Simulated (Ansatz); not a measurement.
`C[Si]S` + `CNC` → `C[Si]N(C)C` + H₂S  (ligand exchange at the Si–S bond)

Program: Ansatz. Geometries: PBE0-D4/def2-TZVP. ΔE: electronic, gas phase. CCSD(T)/CBS adds triple-zeta CCSD(T) − MP2 to the extrapolated MP2 energy (def2 sets, frozen cores). This one scheme is used for every species. Functionals use def2-TZVPP. B3LYP here is the variant with VWN-RPA as its local correlation; programs differ in this. HSE06 is defined as in plane-wave codes. Each species was taken in one conformer, which may not be the lowest.

`C[Si]S`:

```xyz
7

C    -0.522    0.805   -0.498
Si   -0.544   -1.027    0.004
S     1.386   -1.032    0.908
H     0.464    1.246   -0.658
H    -1.009    1.361    0.315
H    -1.136    0.960   -1.389
H     1.362   -2.312    1.318
```

`CNC`:

Cartesian coordinates in Å:
```
C -0.321 -1.161 0.099
N -0.618 0.244 0.252
C 0.524 1.089 -0.014
H -1.225 -1.752 0.253
H 0.406 -1.465 0.858
H 0.102 -1.426 -0.886
H -1.384 0.502 -0.356
H 1.296 0.906 0.739
H 0.235 2.140 0.059
H 0.984 0.923 -1.004
```

`C[Si]N(C)C`:

Z-matrix (Å, degrees):
```
C
Si 1 1.908
H 1 1.093 2 109.3
H 1 1.096 2 112.2 3 119.2
H 1 1.096 2 112.3 3 -119.3
N 2 1.719 1 101.5 3 179.9
C 6 1.449 2 118.4 1 180.0
C 6 1.444 2 129.9 1 0.0
H 7 1.097 6 111.1 2 -120.0
H 7 1.092 6 109.9 2 0.0
H 7 1.097 6 111.1 2 120.1
H 8 1.097 6 110.8 2 -120.5
H 8 1.088 6 111.2 2 -0.0
H 8 1.097 6 110.8 2 120.5
```

H₂S:

Cartesian coordinates in Å:
```
S -0.026 0.463 -0.411
H 0.786 -0.592 -0.250
H -0.760 0.130 0.661
```

```json
{"level": "LDA (SPW92)", "ΔE (kJ/mol)": "-7.6", "difference from CCSD(T)/CBS": "-1.9"}
{"level": "PBE-D4", "ΔE (kJ/mol)": "2.1", "difference from CCSD(T)/CBS": "7.8"}
{"level": "revPBE-D4", "ΔE (kJ/mol)": "-1.0", "difference from CCSD(T)/CBS": "4.7"}
{"level": "BLYP-D4", "ΔE (kJ/mol)": "-6.3", "difference from CCSD(T)/CBS": "-0.6"}
{"level": "r2SCAN-D4", "ΔE (kJ/mol)": "-0.2", "difference from CCSD(T)/CBS": "5.5"}
{"level": "B97M-V", "ΔE (kJ/mol)": "0.9", "difference from CCSD(T)/CBS": "6.6"}
{"level": "PBE0-D4", "ΔE (kJ/mol)": "2.7", "difference from CCSD(T)/CBS": "8.4"}
{"level": "B3LYP-D4", "ΔE (kJ/mol)": "-4.6", "difference from CCSD(T)/CBS": "1.1"}
{"level": "r2SCANh-D4", "ΔE (kJ/mol)": "0.4", "difference from CCSD(T)/CBS": "6.1"}
{"level": "r2SCAN0-D4", "ΔE (kJ/mol)": "1.2", "difference from CCSD(T)/CBS": "6.9"}
{"level": "HSE06-D4", "ΔE (kJ/mol)": "3.3", "difference from CCSD(T)/CBS": "9.0"}
{"level": "BHLYP-D4", "ΔE (kJ/mol)": "-3.0", "difference from CCSD(T)/CBS": "2.7"}
{"level": "CAM-B3LYP-D4", "ΔE (kJ/mol)": "-8.5", "difference from CCSD(T)/CBS": "-2.8"}
{"level": "ωB97X-V", "ΔE (kJ/mol)": "-4.0", "difference from CCSD(T)/CBS": "1.7"}
{"level": "ωB97M-V", "ΔE (kJ/mol)": "-3.6", "difference from CCSD(T)/CBS": "2.1"}
{"level": "B2PLYP", "ΔE (kJ/mol)": "-2.2", "difference from CCSD(T)/CBS": "3.5"}
{"level": "PBE-QIDH", "ΔE (kJ/mol)": "-0.3", "difference from CCSD(T)/CBS": "5.4"}
{"level": "PBE", "ΔE (kJ/mol)": "7.6", "difference from CCSD(T)/CBS": "13.3"}
{"level": "revPBE", "ΔE (kJ/mol)": "13.7", "difference from CCSD(T)/CBS": "19.4"}
{"level": "BLYP", "ΔE (kJ/mol)": "5.0", "difference from CCSD(T)/CBS": "10.7"}
{"level": "r2SCAN", "ΔE (kJ/mol)": "1.6", "difference from CCSD(T)/CBS": "7.3"}
{"level": "r2SCANh", "ΔE (kJ/mol)": "2.3", "difference from CCSD(T)/CBS": "8.0"}
{"level": "r2SCAN0", "ΔE (kJ/mol)": "3.3", "difference from CCSD(T)/CBS": "9.0"}
{"level": "BHLYP", "ΔE (kJ/mol)": "2.8", "difference from CCSD(T)/CBS": "8.5"}
{"level": "CAM-B3LYP", "ΔE (kJ/mol)": "-3.4", "difference from CCSD(T)/CBS": "2.3"}
{"level": "LC-ωPBE", "ΔE (kJ/mol)": "-0.9", "difference from CCSD(T)/CBS": "4.8"}
{"level": "RPA@PBE/def2-TZVPP", "ΔE (kJ/mol)": "-11.4", "difference from CCSD(T)/CBS": "-5.7"}
{"level": "HF/def2-SVP", "ΔE (kJ/mol)": "6.6", "difference from CCSD(T)/CBS": "12.3"}
{"level": "CCSD/def2-SVP", "ΔE (kJ/mol)": "-9.7", "difference from CCSD(T)/CBS": "-4.0"}
{"level": "CCSD(T)/def2-SVP", "ΔE (kJ/mol)": "-12.0", "difference from CCSD(T)/CBS": "-6.3"}
{"level": "MP2/def2-TZVPP", "ΔE (kJ/mol)": "-10.5", "difference from CCSD(T)/CBS": "-4.8"}
{"level": "SCS-MP2/def2-TZVPP", "ΔE (kJ/mol)": "-9.8", "difference from CCSD(T)/CBS": "-4.1"}
{"level": "CCSD/def2-TZVPP", "ΔE (kJ/mol)": "-7.6", "difference from CCSD(T)/CBS": "-1.9"}
{"level": "CCSD(T)/def2-TZVPP", "ΔE (kJ/mol)": "-9.6", "difference from CCSD(T)/CBS": "-3.9"}
{"level": "HF/def2-QZVPP", "ΔE (kJ/mol)": "6.5", "difference from CCSD(T)/CBS": "12.2"}
{"level": "MP2/def2-QZVPP", "ΔE (kJ/mol)": "-8.6", "difference from CCSD(T)/CBS": "-2.9"}
{"level": "SCS-MP2/def2-QZVPP", "ΔE (kJ/mol)": "-7.9", "difference from CCSD(T)/CBS": "-2.2"}
{"level": "HF/CBS(def2)", "ΔE (kJ/mol)": "6.3", "difference from CCSD(T)/CBS": "12.0"}
{"level": "MP2/CBS(def2)", "ΔE (kJ/mol)": "-6.6", "difference from CCSD(T)/CBS": "-0.9"}
{"level": "CCSD/CBS(def2)", "ΔE (kJ/mol)": "-3.7", "difference from CCSD(T)/CBS": "2.0"}
{"level": "CCSD(T)/CBS", "ΔE (kJ/mol)": "-5.7", "difference from CCSD(T)/CBS": "0"}
```

Largest T1 diagnostic among the species: 0.014.

At CCSD(T), def2-SVP lies −6.3 kJ/mol from the extrapolated value and def2-TZVPP −3.9 kJ/mol. In def2-TZVPP, CCSD(T) changes the Hartree–Fock value by −17.2 kJ/mol (the triples alone add −2.0 kJ/mol) and MP2 by −18.1 kJ/mol. The D4 term adds −8.5 kJ/mol with B3LYP and −4.9 kJ/mol with PBE0; it sums over pairs of atoms, weighted by their polarisabilities, and B3LYP, whose exchange is more repulsive, gets the larger term.
